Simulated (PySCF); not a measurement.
The second ionisation energy along the third row

All values are computed (PySCF 2.14, energy differences of UHF-based or UKS calculations, no spin-orbit coupling). Values in eV. The last column holds reference values (NIST; (s) semi-empirical, (t) theoretical, else measured). Unmarked ones compare directly (S terms, centres of terms, or small fine structure); those marked * lie between the lowest fine-structure levels and include a spin-orbit shift.

```csv
element,configurations,UHF,MP2 (valence),SCS-MP2 (valence),CCSD (valence),CCSD(T) (valence),reference
"Mg (cc-pVDZ-DK, spin-free X2C)",[Ne] 3s1 → [Ne],14.734,n/a,n/a,n/a,n/a,15.035
"Al (cc-pVDZ-DK, spin-free X2C)",[Ne] 3s2 → [Ne] 3s1,17.574,18.254,18.390,18.619,18.619,18.829
"Si (cc-pVDZ-DK, spin-free X2C)",[Ne] 3s2 3p1 → [Ne] 3s2,15.802,15.969,15.950,16.065,16.082,16.322
"P (cc-pVDZ-DK, spin-free X2C)",[Ne] 3s2 3p2 → [Ne] 3s2 3p1,19.168,19.472,19.395,19.495,19.504,19.769 (s) *
"S (cc-pVDZ-DK, spin-free X2C)",[Ne] 3s2 3p3 → [Ne] 3s2 3p2,22.740,23.160,23.008,23.079,23.082,23.338 *
"Ar (cc-pVDZ-DK, spin-free X2C)",[Ne] 3s2 3p5 → [Ne] 3s2 3p4,26.416,27.049,27.018,26.987,26.990,27.630 *
```

"Valence" correlates the outer s and p shells and, in groups 3 to 12 and the f block, the outer d or f shell, open or full, or the next shell where the ion has no valence electron left; the wider scheme adds the next inner shell.
